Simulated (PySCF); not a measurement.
C4H8BN, SMILES NB1CC=CC1. The structure is a stationary point at PBE-D3(BJ)/def2-SVP. The structure was generated by enumeration, and PubChem lists no compound with its InChIKey, so it may never have been made. Other conformers were not sampled.

Level of theory: PySCF with PBE-D3(BJ)/def2-SVP.

Harmonic wavenumbers (cm⁻¹): 84, 305, 340, 351, 515, 516, 546, 665, 717, 741, 741, 811, 875, 929, 940, 942, 1068, 1072, 1088, 1112, 1174, 1208, 1322, 1347, 1347, 1407, 1560, 1640, 2939, 2942, 2970, 2972, 3083, 3107, 3509, 3606. Rotational constants (GHz): 6.760, 3.132, 2.199; symmetry number 2.

Question: Work out the zero-point energy and the ideal-gas rigid-rotor harmonic-oscillator thermochemistry at 298.15 K and 1 atm.

Answer: ZPE = ½ Σ hcν = ½ × 50491 cm⁻¹ = 72.18 kcal/mol. H − E(el) = 76.69 kcal/mol. Entropy in cal/(mol K): translation 39.09, rotation 24.96, vibration 11.68, total 75.73. G − E(el) = 54.12 kcal/mol. Cp = 26.24 cal/(mol K). Modes under 150 cm⁻¹ make the vibrational entropy uncertain.
